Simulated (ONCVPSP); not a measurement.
**P, ONCV: configuration errors across variants**

phosphorus (P), optimised norm-conserving Vanderbilt (ONCV), made with ONCVPSP 4.0.1 (PBE, scalar-relativistic). Core [Ne], reference 3s1.5 3p3.5. Waves: 3s: rc 1.25 bohr, ncon 4, nbas 8, qcut 4.6 1/bohr, 2 projectors, debl 3.6 Ha; 3p: rc 1.70 bohr, ncon 3, nbas 6, qcut 4.7 1/bohr, 2 projectors, debl 2.8 Ha; d scattering state at 0.14 Ha: rc 1.50 bohr, ncon 4, nbas 7, qcut 7 1/bohr, 3 projectors, debl 1.4 Ha. Local part: polynomial inside 0.85 bohr (lpopt 1, dvloc0 0 Ha). Core correction: Teter function, fcfact 4.75, rcfact 1.3.

All-electron excitation energies from the reference (eV): (1) 3s2 3p3 -4.249; (2) 3s2 3p2 5.480; (3) 3s2 3p1 24.627; (4) 3s1 3p4 4.285.

2 further variants failed, have other tests or another functional or relativity, and are left out.

A true bound ghost makes a file unfit for plane-wave use even where its test errors are small: the radial tests pick states by their node count and pass the ghost by.

Errors AE − PS in meV (a dash: test not solved or not reliable):

| change | (1) | (2) | (3) | (4) | bound ghosts | GHOST(+) flags above zero |
| --- | --- | --- | --- | --- | --- | --- |
| base | -0.1 | +0.9 | +11 | -0.5 | d | s, d |
| local potential polynomial inside 0.85 bohr (lpopt 1, dvloc0 6.5 Ha) | -0.1 | +0.9 | +10 | -0.5 | d | s |
| p: qcut 6.6 | -0.5 | +0.5 | +12 | -0.7 | d | s, d |
| p: qcut 6.9 | -0.5 | +0.5 | +12 | -0.7 | d | s, d |

Question: Give the same row for: s: nproj 0; local potential the s channel.

Answer: 0.0, +1.1, +14, -0.4; bound ghosts: none; GHOST(+) flags above zero: none.
